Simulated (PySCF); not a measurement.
[PtCl6]2- (charge -2 and singlet state).
Cartesian coordinates in Å at the PBE0-D3(BJ)/def2-SVP level; atoms count from 1:
```xyz
7
PtCl6 angstrom
Pt     0.0129   -0.0148   -0.0095
Cl    -0.0037   -0.0290    2.3505
Cl     0.0265   -0.0015   -2.3693
Cl     2.3731    0.0134    0.0032
Cl    -2.3473   -0.0402   -0.0255
Cl    -0.0022    2.3455   -0.0010
Cl     0.0326   -2.3754   -0.0169
```

Theory: PBE0-D3(BJ)/def2-SVP geometry optimisation, gas phase, def2 core potentials past Kr (PySCF 2.14.0).

Q: Which atoms are bound to Pt1, and at what distances?

A: 6 atoms: Cl3 2.360 Å, Cl2 2.360 Å, Cl6 2.360 Å, Cl4 2.360 Å, Cl5 2.360 Å, Cl7 2.361 Å.

Q: List the angles at Pt1.

A: 
| angle | degrees | distance of the outer atoms (Å) |
| --- | --- | --- |
| Cl2–Pt1–Cl3 | 179.9 | 4.72 |
| Cl4–Pt1–Cl5 | 179.9 | 4.72 |
| Cl6–Pt1–Cl7 | 179.9 | 4.72 |
| Cl5–Pt1–Cl6 | 90.3 | 3.35 |
| Cl4–Pt1–Cl7 | 90.2 | 3.34 |
| Cl3–Pt1–Cl7 | 90.1 | 3.34 |
| Cl2–Pt1–Cl6 | 90.1 | 3.34 |
| Cl2–Pt1–Cl4 | 90.1 | 3.34 |
| Cl2–Pt1–Cl5 | 90.0 | 3.34 |
| Cl3–Pt1–Cl4 | 90.0 | 3.34 |
| Cl3–Pt1–Cl5 | 89.9 | 3.34 |
| Cl3–Pt1–Cl6 | 89.9 | 3.33 |
| Cl5–Pt1–Cl7 | 89.9 | 3.33 |
| Cl2–Pt1–Cl7 | 89.8 | 3.33 |
| Cl4–Pt1–Cl6 | 89.7 | 3.33 |

Q: What is the shape at Pt1?

A: Octahedral: the three widest angles are 179.9°, 179.9° and 179.9°, the others run from 89.7° to 90.3°.

Q: What are the rotational constants (commonest isotopes, rigid rotor)?

A: A = 650.1, B = 648.4, C = 647.1 MHz: a spherical top.

Point group: Oh (tolerance 0.08 Å). Charge -2, singlet. Whether so highly charged an anion holds all its electrons in the gas phase wasn't checked; a finite basis holds them in any case. The ion is multiply charged and computed without counter-ions or solvent. The geometry's basis has no diffuse functions, a weakness for an anion. Stationary, but not proved a minimum.
